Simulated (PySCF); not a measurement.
# P: excitation energy

P [Ne] 3s2 3p3 (4S) → P [Ne] 3s2 3p2 4s1 (4P), as a difference of total energies. Computed with PySCF 2.14 in dyall-av2z, with no relativity, point nucleus. Correlated levels: valence: [Ne] frozen; virtual orbitals above 40 to 60 times the deepest correlated orbital energy dropped. The calculations carry no spin-orbit coupling.

```csv
method,excitation energy (eV)
UHF,7.014
MP2 (valence),7.196
SCS-MP2 (valence),7.117
CCSD(T) (valence),7.100
```

Q: Estimate what CCSDT (valence) gives.

A: 7.092 eV, closest to CCSD(T) (valence) among the rows shown.

Q: Estimate what CCSD (valence) gives.

A: 7.106 eV, closest to CCSD(T) (valence) among the rows shown.

Errors of the correlated levels include the incompleteness of this basis and the frozen core.

The promoted electron is Rydberg-like, and one or two diffuse shells describe it only roughly, which tends to raise the upper state.

For comparison: 6.967 eV (measured; NIST levels, between the centres of gravity of the two terms).
